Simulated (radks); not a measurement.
Q: Neutral dysprosium: order these configurations by energy. Calculated with a radial shooting solver on a logarithmic mesh with Libxc functionals: scalar-relativistic Kohn-Sham, PBEsol, spin-polarised, spherical densities, finite nucleus; Fermi nuclear charge, rms radius of each element as measured or else 0.836 A^(1/3) + 0.57 fm. Open shells are filled with parallel spins first. [Xe] 4f10 5d1 6s1; [Xe] 4f10 6s1 6p1; [Xe] 4f10 6s2; [Xe] 4f9 5d1 6s2; [Xe] 4f9 6s2 6p1.

A: From the lowest, in eV above it: [Xe] 4f10 6s2 0.000; [Xe] 4f10 5d1 6s1 1.948; [Xe] 4f10 6s1 6p1 2.076; [Xe] 4f9 5d1 6s2 2.095; [Xe] 4f9 6s2 6p1 3.864.
